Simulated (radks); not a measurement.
Task: Au58+, 21 electrons, occupied as [Ar] 3d3. Method: scalar-relativistic Kohn-Sham, PBE, spin-polarised, spherical densities, finite nucleus; open shells are filled with parallel spins first (spin-orbit coupling, left out, can overturn this in heavy ions); Fermi nuclear charge, rms radius 5.4371 fm; computed with a radial shooting solver on a logarithmic mesh with Libxc functionals. Some entries of the table are withheld. Estimate them.

orbital  occ.  eigenvalue (eV)  r(max) (bohr)
1s up       1        -84867.13        0.01042
1s down     1        -84866.94        0.01042
2s up       1        -18282.79        0.06002
2s down     1        -18265.36        0.05999
2p up       3              (1)        0.04965
2p down     3              (2)        0.04962
3s up       1        -6949.497         0.1643
3s down     1        -6929.599         0.1644
3p up       3              (3)         0.1623
3p down     3              (4)         0.1624
3d up       3        -5881.482            (5)
3d down     0        -5855.686            (6)

Result: 
(1) 2p up eigenvalue (eV): -16372.70
(2) 2p down eigenvalue (eV): -16358.69
(3) 3p up eigenvalue (eV): -6389.436
(4) 3p down eigenvalue (eV): -6369.343
(5) 3d up r(max) (bohr): 0.1299
(6) 3d down r(max) (bohr): 0.1301
